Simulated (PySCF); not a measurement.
Assignment exercise: C5H6O2

Structure with atom numbers: `[OH:1][CH2:2][c:3]1[cH:4][cH:5][o:6][cH:7]1`. Each H is labelled by its parent atom.

[PySCF 2.14.0 with density-fitted response routines: PBE0/pcSseg-1 with gauge-including orbitals; GFN2-xTB geometry; isolated molecule; equivalent nuclei averaged; one computed conformer; no relativistic terms]

δ = σ(ref) − σ, references computed at the same level: TMS for $^{13}$C (σ = 186.93 ppm) and $^{1}$H (σ = 31.72 ppm).

Task: Assign these signals to the numbered atoms. $^{13}$C{$^{1}$H} NMR (computed): δ 147.9, 147.1, 133.7, 117.3, 61.1.

Result: 
147.9 → C5, aromatic CH next to the ring oxygen
147.1 → C7, aromatic CH next to the ring oxygen
133.7 → C3, substituted aromatic carbon
117.3 → C4, aromatic CH
61.1 → C2, sp3 CH2 bonded to O, on an aromatic ring: pulled downfield by the heteroatom

C5 and C7 lie closer than the usual error of such a calculation, so a measured spectrum could show them in the other order.

Task: Assign these signals to the numbered atoms. $^{1}$H NMR (500 MHz, computed): δ 7.69 (m, 1H), 7.52 (m, 1H), 6.61 (m, 1H), 4.84 (s, 2H), 0.22 (br s, 1H).

Result: 
7.69 → H(C7), hydrogen on an aromatic CH next to the ring oxygen: it sits in the deshielding region of the aromatic ring current
7.52 → H(C5), hydrogen on an aromatic CH next to the ring oxygen
6.61 → H(C4), hydrogen on an aromatic CH: the ring current deshields protons in the ring plane
4.84 → H(C2), hydrogen on an sp3 CH2 bonded to O, on an aromatic ring: its carbon carries O, hence the downfield position
0.22 → H(O1), hydrogen on an alcohol oxygen: exchangeable, gas-phase position

OH/NH shifts are gas-phase values; hydrogen bonding in solution moves them, usually downfield. Shifts are as computed. Against solution values, carbons near 30 ppm lie about +3 ppm off and those near 130 ppm about +5 ppm. Of 1211 compounds with measured shifts, 218 miss one by over three times the rms of a fit or turn the order of signals round; such compounds aren't used in these exercises. Multiplicities follow the n + 1 count of equivalent neighbours, as no J values were calculated; m marks all less simple cases, F and P coupling included.
